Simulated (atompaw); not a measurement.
**What one change does to a pseudopotential (scandium, PAW (atompaw))**

```json
{
  "Element": "scandium (Sc)",
  "Generator": "atompaw 4.2.0.5",
  "Type": "PAW",
  "Functional": "PBE",
  "Relativity": "scalar-relativistic",
  "Frozen core": "[Ne]",
  "Valence charge": "11",
  "Reference configuration": "3s2 3p6 3d1 4s1 4p0 (charge +1)",
  "Partial waves": "3s (bound): rc 1.40 bohr; 4s (bound): rc 1.95 bohr; 3p (bound): rc 1.80 bohr; 4p (bound, empty): rc 3.00 bohr; 3d (bound): rc 3.00 bohr; 3d channel at 3.95 Ry: rc 3.00 bohr",
  "Local potential": "troulliermartins scheme with l = 3 at 0.5 Ry, radius 2.40 bohr",
  "Core correction": "smooth core density matched at 1.60 bohr",
  "Augmentation charge": "gaussian compensation charge, radius 2.55 bohr; PAW radius 3.00 bohr; waves and projectors: modrrkj vanderbiltortho"
}
```

All-electron outer shells of the reference configuration (PBE, scalar-relativistic, ld1.x):

```tsv
shell	level (eV)	outermost node (bohr)	outermost maximum (bohr)
2p	-395.28	–	0.23
3s	-62.04	0.42	0.92
3p	-40.62	0.39	0.97
3d	-9.97	–	1.10
4s	-9.73	1.32	2.91
4p	-6.32	1.47	3.55
```

Change: local potential bessel scheme, radius 2.40 bohr.

Cutoffs: the cutoffs (Ry, on a coarse ladder) from which the occupation-weighted sum of valence levels, in a spherical-Bessel basis at the reference potential, stays within 10 and 1 mRy of its value at 400 Ry; they do not see the model core or the augmentation charge, which bear on the density cutoff.

What does the change do?

The potential gets harder (21 Ry and 40 Ry → 25 Ry and 40 Ry); neither file shows a bound ghost.

| quantity | base | changed |
| --- | --- | --- |
| cutoff, loose | 21 Ry | 25 Ry |
| cutoff, tight | 40 Ry | 40 Ry |
| bound ghosts | none | none |
| s: phases at 3.01 bohr within 0.05 rad from the reference energy up to (Ry; the scan ends near 5) | 3.6 | 3.6 |
| p: phases at 3.01 bohr within 0.05 rad from the reference energy up to (Ry; the scan ends near 5) | -0.0 | 0.7 |
| d: phases at 3.01 bohr within 0.05 rad from the reference energy up to (Ry; the scan ends near 5) | 0.1 | -0.6 |
| lowest overlap eigenvalue by channel | s 0.74, p 1.00, d 0.76 | s 0.76, p 1.00, d 0.76 |

 The cutoffs see the waves, projectors and local potential, not the compensation charge or the core.
